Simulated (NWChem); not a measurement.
System: silylphosphine (SiPH5); SMILES [SiH3]P

NWChem input:

```
start job
memory heap 200 mb stack 900 mb global 1100 mb
geometry units angstroms noautosym nocenter noautoz
  Si    -0.000058     1.072848    -0.022570
  P      0.000037    -1.193726    -0.099637
  H     -1.217868     1.560329    -0.737495
  H      1.213418     1.560650    -0.744609
  H      0.003922     1.630623     1.364565
  H     -1.038621    -1.320778     0.874102
  H      1.044662    -1.320449     0.867743
end
basis spherical
  * library cc-pvtz
end
dft
  xc xpbe96 cpbe96
  iterations 150
end
tddft
  cis
  ecut -74.0
  nroots 6
  notriplet
end
task tddft energy
```

NWChem printed, in part:

```
             Northwest Computational Chemistry Package (NWChem) 7.3.0
             --------------------------------------------------------

                             Geometry "geometry" -> ""
                             -------------------------

 Output coordinates in angstroms (scale by  1.889725989 to convert to a.u.)

  No.       Tag          Charge          X              Y              Z
 ---- ---------------- ---------- -------------- -------------- --------------
    1 Si                  14.0000    -0.00005800     1.07284800    -0.02257000
    2 P                   15.0000     0.00003700    -1.19372600    -0.09963700
    3 H                    1.0000    -1.21786800     1.56032900    -0.73749500
    4 H                    1.0000     1.21341800     1.56065000    -0.74460900
    5 H                    1.0000     0.00392200     1.63062300     1.36456500
    6 H                    1.0000    -1.03862100    -1.32077800     0.87410200
    7 H                    1.0000     1.04466200    -1.32044900     0.86774300

 Effective nuclear repulsion energy (a.u.)      89.8287536465

  pbe96 is a nonlocal functional; adding pw91lda local functional.

                                 NWChem DFT Module
                                 -----------------

 Summary of "ao basis" -> "ao basis" (spherical)
 ------------------------------------------------------------------------------
       Tag                 Description            Shells   Functions and Types
 ---------------- ------------------------------  ------  ---------------------
 Si                         cc-pvtz                 12       34   5s4p2d1f
 P                          cc-pvtz                 12       34   5s4p2d1f
 H                          cc-pvtz                  6       14   3s2p1d

            General Information
            -------------------
          SCF calculation type: DFT
          Wavefunction type:  closed shell.
          No. of atoms     :     7
          No. of electrons :    34
           Alpha electrons :    17
            Beta electrons :    17
          Charge           :     0
          Spin multiplicity:     1
          Use of symmetry is: off; symmetry adaption is: off
          Maximum number of iterations: 150
          AO basis - number of functions:   138
                     number of shells:    54
          Convergence on energy requested:  1.00D-06
          Convergence on density requested:  1.00D-05
          Convergence on gradient requested:  5.00D-04

              XC Information
              --------------
          PerdewBurkeErnzerhof Exchange Functional  1.000
            Perdew 1991 LDA Correlation Functional  1.000 local
           PerdewBurkeErnz. Correlation Functional  1.000 non-local

             Grid Information
             ----------------
          Grid used for XC integration:  medium
          Radial quadrature: Mura-Knowles
          Angular quadrature: Lebedev.
          Tag              B.-S. Rad. Rad. Pts. Rad. Cut. Ang. Pts.
          ---              ---------- --------- --------- ---------
          Si                  1.10       88          10.0       590
          P                   1.00       88          10.0       590
          H                   0.35       45          11.0       434
          Grid pruning is: on
          Number of quadrature shells:   401
          Spatial weights used:  Erf1

      Superposition of Atomic Density Guess
      -------------------------------------

 Sum of atomic energies:        -631.99742224

      Non-variational initial energy
      ------------------------------

 Total energy =    -632.547423
 1-e energy   =   -1053.001499
 2-e energy   =     330.625322
 HOMO         =      -0.297873
 LUMO         =       0.059095

   convergence    iter        energy       DeltaE   RMS-Dens  Diis-err
 ---------------- ----- ----------------- --------- --------- ---------
 d= 0,ls=0.0,diis     1   -633.5201694981 -7.23D+02  3.32D-03  4.26D-01
 d= 0,ls=0.0,diis     2   -633.5358439135 -1.57D-02  1.83D-03  4.39D-02
 d= 0,ls=0.0,diis     3   -633.5374516603 -1.61D-03  9.17D-04  3.63D-02
 d= 0,ls=0.0,diis     4   -633.5442204968 -6.77D-03  1.98D-04  7.44D-04
 d= 0,ls=0.0,diis     5   -633.5443444590 -1.24D-04  5.37D-05  1.14D-04
  Resetting Diis
 d= 0,ls=0.0,diis     6   -633.5443633108 -1.89D-05  6.69D-06  1.31D-06
 d= 0,ls=0.0,diis     7   -633.5443635569 -2.46D-07  3.43D-06  8.67D-08

         Total DFT energy =     -633.544363556864
      One electron energy =    -1054.992918490032
           Coulomb energy =      377.235038569802
    Exchange-Corr. energy =      -45.615237283101
 Nuclear repulsion energy =       89.828753646466

 Numeric. integr. density =       34.000004315108

                       DFT Final Molecular Orbital Analysis
                       ------------------------------------

 Vector   15  Occ=2.000000D+00  E=-3.083931D-01
              MO Center= -9.6D-04,  1.0D+00, -3.7D-01, r^2= 3.2D+00
   Bfn.  Coefficient  Atom+Function         Bfn.  Coefficient  Atom+Function
  ----- ------------  ---------------      ----- ------------  ---------------
     9      0.316979  1 Si px                70     -0.207322  3 H  s
    84      0.207349  4 H  s                 69     -0.136026  3 H  s
    83      0.136044  4 H  s                 71     -0.134014  3 H  s
    85      0.134032  4 H  s                 15      0.133033  1 Si px
    43     -0.130520  2 P  px               112      0.087972  6 H  s

 Vector   16  Occ=2.000000D+00  E=-2.916287D-01
              MO Center= -1.1D-04,  1.4D-01, -7.2D-02, r^2= 3.4D+00
   Bfn.  Coefficient  Atom+Function         Bfn.  Coefficient  Atom+Function
  ----- ------------  ---------------      ----- ------------  ---------------
    44     -0.248282  2 P  py                10      0.241812  1 Si py
    45      0.191369  2 P  pz                11     -0.170157  1 Si pz
    70      0.128589  3 H  s                 84      0.128563  4 H  s
    50     -0.119257  2 P  py                16      0.111835  1 Si py
   112      0.107715  6 H  s                126      0.107713  7 H  s

 Vector   17  Occ=2.000000D+00  E=-2.398357D-01
              MO Center= -2.4D-05, -9.5D-01, -1.1D-01, r^2= 2.9D+00
   Bfn.  Coefficient  Atom+Function         Bfn.  Coefficient  Atom+Function
  ----- ------------  ---------------      ----- ------------  ---------------
    45     -0.289988  2 P  pz                39      0.286841  2 P  s
    44     -0.277628  2 P  py                37      0.234237  2 P  s
    51     -0.221973  2 P  pz                50     -0.211931  2 P  py
    10      0.187716  1 Si py                99      0.110471  5 H  s
    98      0.108439  5 H  s                 48     -0.098571  2 P  pz

 Vector   18  Occ=0.000000D+00  E=-1.881848D-02
              MO Center=  3.4D-04,  1.9D-01,  8.2D-02, r^2= 5.6D+00
   Bfn.  Coefficient  Atom+Function         Bfn.  Coefficient  Atom+Function
  ----- ------------  ---------------      ----- ------------  ---------------
     5      1.072418  1 Si s                 16     -1.057653  1 Si py
    50     -0.980203  2 P  py                39     -0.907112  2 P  s
    99     -0.323090  5 H  s                 10     -0.306614  1 Si py
    44     -0.293361  2 P  py                 3      0.253414  1 Si s
    17      0.214067  1 Si pz                47     -0.101664  2 P  py

 Vector   19  Occ=0.000000D+00  E=-1.462476D-02
              MO Center=  3.3D-04, -8.8D-01,  3.1D-02, r^2= 3.6D+00
   Bfn.  Coefficient  Atom+Function         Bfn.  Coefficient  Atom+Function
  ----- ------------  ---------------      ----- ------------  ---------------
    49      0.913071  2 P  px               113      0.823398  6 H  s
   127     -0.823002  7 H  s                 43      0.288690  2 P  px
    71      0.226949  3 H  s                 85     -0.227081  4 H  s
    15      0.212487  1 Si px               112      0.211934  6 H  s
   126     -0.211883  7 H  s                 60      0.106414  2 P  d  1

 Vector   20  Occ=0.000000D+00  E=-1.098235D-02
              MO Center=  1.2D-03, -3.1D-01,  3.0D-01, r^2= 5.8D+00
   Bfn.  Coefficient  Atom+Function         Bfn.  Coefficient  Atom+Function
  ----- ------------  ---------------      ----- ------------  ---------------
    39      1.517855  2 P  s                113     -0.941175  6 H  s
   127     -0.941600  7 H  s                 99     -0.781544  5 H  s
    51      0.770996  2 P  pz                16      0.651754  1 Si py
     5      0.579689  1 Si s                 71     -0.361403  3 H  s
    85     -0.361698  4 H  s                  3      0.252085  1 Si s

     Multipole analysis of the density
     ---------------------------------

     L   x y z        total         alpha         beta         nuclear
     -   - - -        -----         -----         ----         -------
     0   0 0 0      0.000000    -17.000000    -17.000000     34.000000

     1   1 0 0      0.000706     -0.004613     -0.004613      0.009932
     1   0 1 0      0.069853      0.767803      0.767803     -1.465753
     1   0 0 1      0.236647      0.294285      0.294285     -0.351922

[...]

                                NWChem TDDFT Module
                                -------------------

            General Information
            -------------------
           No. of orbitals :     276
            Alpha orbitals :     138
             Beta orbitals :     138
        Alpha frozen cores :       0
         Beta frozen cores :       0
     Alpha frozen virtuals :       0
      Beta frozen virtuals :       0
         Spin multiplicity :       1
    Number of AO functions :     138
        Use of symmetry is : off
      Symmetry adaption is : off
         Schwarz screening :  0.10D-07

              XC Information
              --------------
   PerdewBurkeErnzerhof Exchange Functional   1.00
     Perdew 1991 LDA Correlation Functional   1.00 local
    PerdewBurkeErnz. Correlation Functional   1.00 non-local

             TDDFT Information
             -----------------
          Calculation type : Tamm-Dancoff TDDFT
         Wavefunction type : Restricted singlets
          No. of electrons :      34
           Alpha electrons :      17
            Beta electrons :      17
              No. of roots :       6
          Max subspacesize :    5200
            Max iterations :     100
               Target root :       1
           Target symmetry : none
             Energy Cutoff :-0.74D+02
      Symmetry restriction : off
                 Algorithm : Optimal
        Davidson threshold :  0.10D-03

    6 smallest eigenvalue differences (eV)
--------------------------------------------------------
  No. Spin  Occ  Vir  Irrep   E(Occ)    E(Vir)   E(Diff)
--------------------------------------------------------
    1    1    1   18 a       -76.330    -0.019  2076.525
    2    1    1   19 a       -76.330    -0.015  2076.639
    3    1    1   20 a       -76.330    -0.011  2076.738
    4    1    1   21 a       -76.330     0.010  2077.313
    5    1    1   22 a       -76.330     0.014  2077.431
    6    1    1   23 a       -76.330     0.047  2078.311
--------------------------------------------------------

  Entering Davidson iterations
  Restricted singlet excited states

  Iter   NTrls   NConv    DeltaV     DeltaE      Time
  ----  ------  ------  ---------  ---------  ---------
    1      6       0     0.28E-01   0.10+100       33.6
    2     12       2     0.20E-02   0.29E-03       33.8
    3     16       6     0.88E-04   0.78E-06       32.1
  ----  ------  ------  ---------  ---------  ---------
  Convergence criterion met

  Ground state a        -633.544363556864 a.u.

  ----------------------------------------------------------------------------
  Root   1 singlet a             76.314209583 a.u.             2076.6162 eV
  ----------------------------------------------------------------------------
     Transition Moments    X  0.00000   Y -0.00676   Z  0.00087
     Dipole Oscillator Strength                    0.0023635668
     Electric Quadrupole                           0.0006012777
     Magnetic Dipole                               0.0000427450
     Total Oscillator Strength                     0.0030075895

     Occ.    1  a   ---  Virt.   18  a        0.99007
     Occ.    1  a   ---  Virt.   20  a        0.13679
  ----------------------------------------------------------------------------
  Root   2 singlet a             76.317437019 a.u.             2076.7040 eV
  ----------------------------------------------------------------------------
     Transition Moments    X -0.00630   Y  0.00000   Z  0.00002
     Dipole Oscillator Strength                    0.0020219732
     Electric Quadrupole                           0.0005113564
     Magnetic Dipole                               0.0008198285
     Total Oscillator Strength                     0.0033531581

     Occ.    1  a   ---  Virt.   19  a       -0.99865
  ----------------------------------------------------------------------------
  Root   3 singlet a             76.322166506 a.u.             2076.8327 eV
  ----------------------------------------------------------------------------
     Transition Moments    X -0.00001   Y  0.00033   Z -0.00343
     Dipole Oscillator Strength                    0.0006052557
     Electric Quadrupole                           0.0001535825
     Magnetic Dipole                               0.0002335706
     Total Oscillator Strength                     0.0009924088

     Occ.    1  a   ---  Virt.   18  a        0.13613
     Occ.    1  a   ---  Virt.   20  a       -0.98930
  ----------------------------------------------------------------------------
  Root   4 singlet a             76.340410898 a.u.             2077.3292 eV
  ----------------------------------------------------------------------------
     Transition Moments    X -0.00341   Y -0.00000   Z  0.00001
     Dipole Oscillator Strength                    0.0005908493
     Electric Quadrupole                           0.0001210175
     Magnetic Dipole                               0.0002250298
     Total Oscillator Strength                     0.0009368966

     Occ.    1  a   ---  Virt.   21  a        0.99874
  ----------------------------------------------------------------------------
  Root   5 singlet a             76.344615026 a.u.             2077.4436 eV
  ----------------------------------------------------------------------------
     Transition Moments    X -0.00000   Y  0.00129   Z -0.00229
     Dipole Oscillator Strength                    0.0003530697
     Electric Quadrupole                           0.0000667770
     Magnetic Dipole                               0.0001064291
     Total Oscillator Strength                     0.0005262759

     Occ.    1  a   ---  Virt.   22  a        0.99961
  ----------------------------------------------------------------------------
  Root   6 singlet a             76.378711445 a.u.             2078.3714 eV
  ----------------------------------------------------------------------------
     Transition Moments    X  0.00001   Y -0.00097   Z  0.00372
     Dipole Oscillator Strength                    0.0007529284
     Electric Quadrupole                           0.0001821071
     Magnetic Dipole                               0.0002839139
     Total Oscillator Strength                     0.0012189495

     Occ.    1  a   ---  Virt.   23  a       -0.99863

              Target root =      1
          Target symmetry = none
      Ground state energy =   -633.544363556864
        Excitation energy =     76.314209582866
     Excited state energy =   -557.230153973999

  stored tddft:energy   -557.23015397399854
```

Level: PBE/cc-pVTZ, restricted-window TDA. All runs use the structure optimised with PBE0/def2-SVP. The quadrupole and magnetic terms of the printed total strengths depend on the origin.
